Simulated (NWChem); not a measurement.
System: CaO; SMILES [Ca]=[O]

Input file for NWChem:

```
start job
memory heap 200 mb stack 900 mb global 1100 mb
geometry units angstroms
  Ca     0.000000     0.000000    -0.516105
  O      0.000000     0.000000     1.306976
end
basis spherical
  Ca library 3-21g
  O library 3-21g
end
dft
  xc hfexch
  iterations 150
end
driver
  maxiter 120
end
task dft optimize
task dft freq
```

Parts of the log:

```
             Northwest Computational Chemistry Package (NWChem) 7.3.0
             --------------------------------------------------------

 ORDER OF PRIMARY AXIS IS BEING SET TO 4
 C4V symmetry detected

                             Geometry "geometry" -> ""
                             -------------------------

 Output coordinates in angstroms (scale by  1.889725989 to convert to a.u.)

  No.       Tag          Charge          X              Y              Z
 ---- ---------------- ---------- -------------- -------------- --------------
    1 Ca                  20.0000     0.00000000     0.00000000    -0.52088029
    2 O                    8.0000     0.00000000     0.00000000     1.30220071

 Effective nuclear repulsion energy (a.u.)      46.4424563911

      Symmetry information
      --------------------

 Group name             C4v
 Group number             18
 Group order               8
 No. of unique centers     2

                                Z-matrix (autoz)
                                --------

 Units are Angstrom for bonds and degrees for angles

      Type          Name      I     J     K     L     M      Value
      ----------- --------  ----- ----- ----- ----- ----- ----------
    1 Stretch                  1     2                       1.82308

  xc_inp: hfexch multiplicative factor not found.

                           NWChem Geometry Optimization
                           ----------------------------

 maximum gradient threshold         (gmax) =   0.000450
 rms gradient threshold             (grms) =   0.000300
 maximum cartesian step threshold   (xmax) =   0.001800
 rms cartesian step threshold       (xrms) =   0.001200
 fixed trust radius                (trust) =   0.300000
 source of zmatrix                         =   autoz

          -------------------
          Energy Minimization
          -------------------

 Using diagonal initial Hessian
 Scaling for Hessian diagonals: bonds = 1.00  angles = 0.25  torsions = 0.10

          --------
          Step   0

                                 NWChem DFT Module
                                 -----------------

 Summary of "ao basis" -> "ao basis" (spherical)
 ------------------------------------------------------------------------------
       Tag                 Description            Shells   Functions and Types
 ---------------- ------------------------------  ------  ---------------------
 Ca                          3-21g                   9       17   5s4p
 O                           3-21g                   5        9   3s2p

      Symmetry analysis of basis
      --------------------------

        a1         14
        a2          0
        b1          0
        b2          0
        e          12

            General Information
            -------------------
          SCF calculation type: DFT
          Wavefunction type:  closed shell.
          No. of atoms     :     2
          No. of electrons :    28
           Alpha electrons :    14
            Beta electrons :    14
          Charge           :     0
          Spin multiplicity:     1
          Use of symmetry is: on ; symmetry adaption is: on
          Maximum number of iterations: 150
          AO basis - number of functions:    26
                     number of shells:    14
          Convergence on energy requested:  1.00D-06
          Convergence on density requested:  1.00D-05
          Convergence on gradient requested:  5.00D-04

              XC Information
              --------------
                     Hartree-Fock (Exact) Exchange  1.000

      Superposition of Atomic Density Guess
      -------------------------------------

 Sum of atomic energies:        -747.77493176

      Non-variational initial energy
      ------------------------------

 Total energy =    -747.587680
 1-e energy   =   -1117.322890
 2-e energy   =     323.292754
 HOMO         =      -0.423851
 LUMO         =      -0.153723

      Symmetry analysis of molecular orbitals - initial
      -------------------------------------------------

  Numbering of irreducible representations:

     1 a1          2 a2          3 b1          4 b2          5 e

  Orbital symmetries:

     1 a1          2 a1          3 a1          4 a1          5 e
     6 e           7 a1          8 a1          9 e          10 e
    11 a1         12 e          13 e          14 a1         15 a1
    16 e          17 e          18 a1         19 a1         20 e
    21 e          22 a1         23 e          24 e

   convergence    iter        energy       DeltaE   RMS-Dens  Diis-err
 ---------------- ----- ----------------- --------- --------- ---------
 d= 0,ls=0.0,diis     1   -747.3273758596 -7.94D+02  1.33D-01  2.26D+00
 d= 0,ls=0.0,diis     2   -741.9388379453  5.39D+00  1.33D-01  1.56D+01
 d= 0,ls=0.0,diis     3   -747.4996902881 -5.56D+00  2.74D-02  7.24D-01
 d= 0,ls=0.0,diis     4   -747.6302626467 -1.31D-01  9.97D-03  2.52D-02
 d= 0,ls=0.0,diis     5   -747.6378180645 -7.56D-03  4.89D-03  2.09D-03
  Resetting Diis
 d= 0,ls=0.0,diis     6   -747.6394608872 -1.64D-03  1.18D-04  7.07D-03
 d= 0,ls=0.0,diis     7   -747.6394159456  4.49D-05  4.60D-03  6.97D-03
 d= 0,ls=0.0,diis     8   -747.6397190936 -3.03D-04  3.98D-03  1.59D-02
 d= 0,ls=0.0,diis     9   -747.6424222857 -2.70D-03  4.65D-03  1.97D-03
 d= 0,ls=0.0,diis    10   -747.6401127269  2.31D-03  7.02D-02  1.83D-03
 d= 0,ls=0.0,diis    11   -747.0924599272  5.48D-01  7.43D-03  2.90D+00
 d= 0,ls=0.0,diis    12   -747.2325883621 -1.40D-01  8.13D-04  2.23D+00
 d= 0,ls=0.0,diis    13   -747.2176876864  1.49D-02  1.14D-02  2.31D+00
 d= 0,ls=0.0,diis    14   -747.3911407914 -1.73D-01  2.06D-02  1.39D+00
 d= 0,ls=0.0,diis    15   -747.5826907791 -1.92D-01  1.34D-02  2.65D-01
 d= 0,ls=0.0,diis    16   -747.6156961542 -3.30D-02  3.72D-03  9.66D-02
 d= 0,ls=0.0,diis    17   -747.6241480298 -8.45D-03  4.83D-03  4.96D-02
 d= 0,ls=0.0,diis    18   -747.6176053428  6.54D-03  6.39D-03  7.85D-02
 d= 0,ls=0.0,diis    19   -747.6210486884 -3.44D-03  6.00D-03  7.58D-02
 d= 0,ls=0.0,diis    20   -747.6328709301 -1.18D-02  2.69D-03  7.40D-03
 d= 0,ls=0.0,diis    21   -747.6316874083  1.18D-03  2.08D-02  7.96D-03
 d= 0,ls=0.0,diis    22   -747.6087538997  2.29D-02  1.14D-02  8.42D-02
 d= 0,ls=0.0,diis    23   -747.6198897227 -1.11D-02  6.34D-03  5.54D-02
 d= 0,ls=0.0,diis    24   -747.6278272619 -7.94D-03  1.78D-03  2.29D-02
 d= 0,ls=0.0,diis    25   -747.6296919961 -1.86D-03  1.09D-02  1.58D-02
 d= 0,ls=0.0,diis    26   -747.6350238109 -5.33D-03  1.17D-02  1.17D-02
 d= 0,ls=0.0,diis    27   -747.6294691889  5.55D-03  7.65D-03  1.53D-02
 d= 0,ls=0.0,diis    28   -747.6334852652 -4.02D-03  8.41D-03  1.05D-02
 d= 0,ls=0.0,diis    29   -747.6271283697  6.36D-03  2.83D-03  2.84D-02
 d= 0,ls=0.0,diis    30   -747.6272570825 -1.29D-04  2.35D-03  3.50D-02
 d= 0,ls=0.0,diis    31   -747.6300231075 -2.77D-03  3.28D-03  2.33D-02
 d= 0,ls=0.0,diis    32   -747.6320536549 -2.03D-03  3.90D-03  1.91D-02
 d= 0,ls=0.0,diis    33   -747.6304574570  1.60D-03  1.50D-02  3.90D-02
 d= 0,ls=0.0,diis    34   -747.6349999332 -4.54D-03  1.44D-03  5.76D-02
 d= 0,ls=0.0,diis    35   -747.6352243906 -2.24D-04  1.51D-02  5.11D-02
 d= 0,ls=0.0,diis    36   -747.6315244720  3.70D-03  1.26D-02  1.32D-01
 d= 0,ls=0.0,diis    37   -747.6324306093 -9.06D-04  1.07D-03  7.87D-02
 d= 0,ls=0.0,diis    38   -747.6318792259  5.51D-04  1.45D-02  7.82D-02
 d= 0,ls=0.0,diis    39   -747.6307656459  1.11D-03  6.85D-03  3.80D-02
 d= 0,ls=0.0,diis    40   -747.6317249359 -9.59D-04  2.05D-03  5.26D-02
 d= 0,ls=0.0,diis    41   -747.6322510566 -5.26D-04  1.37D-02  4.26D-02
 d= 0,ls=0.0,diis    42   -747.6370434818 -4.79D-03  7.56D-03  5.63D-02
 d= 0,ls=0.0,diis    43   -747.6254541220  1.16D-02  4.51D-04  1.12D-01
 d= 0,ls=0.0,diis    44   -747.6258952348 -4.41D-04  3.07D-03  1.10D-01
 d= 0,ls=0.0,diis    45   -747.6280625345 -2.17D-03  7.38D-03  1.06D-01
 d= 0,ls=0.0,diis    46   -747.6320965849 -4.03D-03  1.54D-02  1.05D-01
 d= 0,ls=0.0,diis    47   -747.6352893804 -3.19D-03  1.38D-03  1.29D-01
 d= 0,ls=0.0,diis    48   -747.6398888452 -4.60D-03  2.19D-03  9.48D-02
 d= 0,ls=0.0,diis    49   -747.6422478320 -2.36D-03  1.39D-02  8.06D-02
 d= 0,ls=0.0,diis    50   -747.6496793330 -7.43D-03  5.99D-03  9.72D-03
 d= 0,ls=0.0,diis    51   -747.6509922728 -1.31D-03  1.20D-02  1.34D-02
 d= 0,ls=0.0,diis    52   -747.6534455261 -2.45D-03  6.31D-03  9.47D-04
 d= 0,ls=0.0,diis    53   -747.6537575164 -3.12D-04  1.83D-03  1.70D-04
 d= 0,ls=0.0,diis    54   -747.6538731190 -1.16D-04  4.19D-04  1.21D-05
 d= 0,ls=0.0,diis    55   -747.6538790223 -5.90D-06  6.99D-05  2.54D-07
 d= 0,ls=0.0,diis    56   -747.6538791250 -1.03D-07  8.95D-06  3.02D-09

         Total DFT energy =     -747.653879124992
      One electron energy =    -1119.716768076229
           Coulomb energy =      369.086910704850
    Exchange-Corr. energy =      -43.466478144718
 Nuclear repulsion energy =       46.442456391105

 Numeric. integr. density =        0.000000000000

                  Occupations of the irreducible representations
                  ----------------------------------------------

                     irrep           alpha         beta
                     --------     --------     --------
                     a1                8.0          8.0
                     a2                0.0          0.0
                     b1                0.0          0.0
                     b2                0.0          0.0
                     e                 6.0          6.0

                       DFT Final Molecular Orbital Analysis
                       ------------------------------------

 Vector   12  Occ=2.000000D+00  E=-3.820991D-01  Symmetry=e
              MO Center= -1.1D-17,  3.7D-18,  1.3D+00, r^2= 7.7D-01
   Bfn.  Coefficient  Atom+Function         Bfn.  Coefficient  Atom+Function
  ----- ------------  ---------------      ----- ------------  ---------------
    24      0.586942  2 O  px                20      0.466744  2 O  px
    25     -0.204320  2 O  py                21     -0.162478  2 O  py
    11      0.153770  1 Ca px                 7     -0.105896  1 Ca px
    12     -0.053529  1 Ca py                 8      0.036863  1 Ca py
     3      0.031778  1 Ca px

[...]

      ----------------------
      Optimization converged
      ----------------------

  Step       Energy      Delta E   Gmax     Grms     Xrms     Xmax
  ---- ---------------- -------- -------- -------- -------- --------
@    5    -747.69459621 -4.6D-09  0.00001  0.00001  0.00018  0.00031
                                     ok       ok       ok       ok

                                Z-matrix (autoz)
                                --------

 Units are Angstrom for bonds and degrees for angles

      Type          Name      I     J     K     L     M      Value     Gradient
      ----------- --------  ----- ----- ----- ----- ----- ---------- ----------
    1 Stretch                  1     2                       2.27975    0.00001

                         Geometry "geometry" -> "geometry"
                         ---------------------------------

 Output coordinates in angstroms (scale by  1.889725989 to convert to a.u.)

  No.       Tag          Charge          X              Y              Z
 ---- ---------------- ---------- -------------- -------------- --------------
    1 Ca                  20.0000     0.00000000     0.00000000    -0.74921510
    2 O                    8.0000     0.00000000     0.00000000     1.53053553

 Effective nuclear repulsion energy (a.u.)      37.1393076375

      Symmetry information
      --------------------

 Group name             C4v
 Group number             18
 Group order               8
 No. of unique centers     2

                Final and change from initial internal coordinates
                --------------------------------------------------

                                Z-matrix (autoz)
                                --------

 Units are Angstrom for bonds and degrees for angles

      Type          Name      I     J     K     L     M      Value       Change
      ----------- --------  ----- ----- ----- ----- ----- ---------- ----------
    1 Stretch                  1     2                       2.27975    0.45667

 ==============================================================================
                                internuclear distances
 ------------------------------------------------------------------------------
       center one      |      center two      | atomic units |  angstroms
 ------------------------------------------------------------------------------
    2 O                |   1 Ca               |     4.30810  |     2.27975
 ------------------------------------------------------------------------------
                         number of included internuclear distances:          1
 ==============================================================================

[second-derivative integrals and response iterations left out]

  Vibrational analysis via the FX method

  See chapter 2 in "Molecular Vibrations" by Wilson, Decius and Cross

  Vib: Default input used

 ---------------------------- Atom information ----------------------------
     atom    #        X              Y              Z            mass
 --------------------------------------------------------------------------
    Ca       1  0.0000000D+00  0.0000000D+00 -1.4158112D+00  3.9962590D+01
    O        2  0.0000000D+00  0.0000000D+00  2.8922928D+00  1.5994910D+01
 --------------------------------------------------------------------------

[unprojected Hessian and modes left out]

        Vibrational analysis via the FX method
  --- with translations and rotations projected out ---
  --- via the Eckart algorithm                      ---
 Dependent rotation vector no.                    3
  found in ECKART; assuming linear geometry
 Projected Nuclear Hessian trans-rot subspace norm:3.0093D-34
                         (should be close to zero!)

[projected Hessian left out]

 Rotational Constants
 --------------------
 A=   0.000000 cm-1  (  0.000000 K)
 B=   0.283954 cm-1  (  0.408538 K)
 C=   0.283954 cm-1  (  0.408538 K)

 Temperature                      =   298.15K
 frequency scaling parameter      =   1.0000

 Linear Molecule

 Zero-Point correction to Energy  =    0.428 kcal/mol  (  0.000682 au)
 Thermal correction to Energy     =    2.172 kcal/mol  (  0.003462 au)
 Thermal correction to Enthalpy   =    2.765 kcal/mol  (  0.004406 au)

 Total Entropy                    =   54.471 cal/mol-K
   - Translational                =   37.970 cal/mol-K (mol. weight =  55.9575)
   - Rotational                   =   15.082 cal/mol-K (symmetry #  =        1)
   - Vibrational                  =    1.419 cal/mol-K

 Cv (constant volume heat capacity) =    6.640 cal/mol-K
   - Translational                  =    2.979 cal/mol-K
   - Rotational                     =    1.986 cal/mol-K
   - Vibrational                    =    1.674 cal/mol-K

[normal modes left out]

 ----------------------------------------------------------------------------
 Normal Eigenvalue ||           Projected Infra Red Intensities
  Mode   [cm**-1]  || [atomic units] [(debye/angs)**2] [(KM/mol)] [arbitrary]
 ------ ---------- || -------------- ----------------- ---------- -----------
    1        0.000 ||    0.002392           0.055         2.332       5.494
    2        0.000 ||    0.002392           0.055         2.332       5.494
    3        0.000 ||    0.005977           0.138         5.827      13.727
    4        0.000 ||    0.005977           0.138         5.827      13.727
    5        0.000 ||    0.000000           0.000         0.000       0.000
    6      299.502 ||    0.009387           0.217         9.151      21.559
 ----------------------------------------------------------------------------
```

Level: Hartree-Fock/3-21G.
